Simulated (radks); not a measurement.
The oxygen anion O2-, [Ne], held by a Watson sphere: a shell of charge +2.62 at radius R that stands for the Madelung well of a crystal (potential energy -2.62/R inside, -2.62/r outside, in hartree with lengths in bohr). Method: non-relativistic Kohn-Sham, r2SCAN, spin-polarised, spherical densities, point nucleus; meta-GGA in the generalised Kohn-Sham scheme; computed with a radial shooting solver on a logarithmic mesh with Libxc functionals.

[
 {"R (bohr)": "1.8", "e(1s) (eV)": "-520.06", "e(2s) (eV)": "-31.788", "e(2p) (eV)": "-16.123", "<r> 2p (bohr)": "1.378", "sum of <r^2> (bohr^2)": "18.31", "X-ray form factor at sin(theta)/lambda = 0.2 1/angstrom": "6.344"},
 {"R (bohr)": "2.2", "e(1s) (eV)": "-519.24", "e(2s) (eV)": "-28.806", "e(2p) (eV)": "-13.595", "<r> 2p (bohr)": "1.475", "sum of <r^2> (bohr^2)": "20.98", "X-ray form factor at sin(theta)/lambda = 0.2 1/angstrom": "6.098"},
 {"R (bohr)": "2.9", "e(1s) (eV)": "-517.48", "e(2s) (eV)": "-25.145", "e(2p) (eV)": "-10.249", "<r> 2p (bohr)": "1.618", "sum of <r^2> (bohr^2)": "25.45", "X-ray form factor at sin(theta)/lambda = 0.2 1/angstrom": "5.847"},
 {"R (bohr)": "3.4", "e(1s) (eV)": "-516.34", "e(2s) (eV)": "-23.369", "e(2p) (eV)": "-8.516", "<r> 2p (bohr)": "1.707", "sum of <r^2> (bohr^2)": "28.67", "X-ray form factor at sin(theta)/lambda = 0.2 1/angstrom": "5.758"},
 {"R (bohr)": "3.95", "e(1s) (eV)": "-515.28", "e(2s) (eV)": "-21.940", "e(2p) (eV)": "-7.063", "<r> 2p (bohr)": "1.797", "sum of <r^2> (bohr^2)": "32.37", "X-ray form factor at sin(theta)/lambda = 0.2 1/angstrom": "5.709"}
]
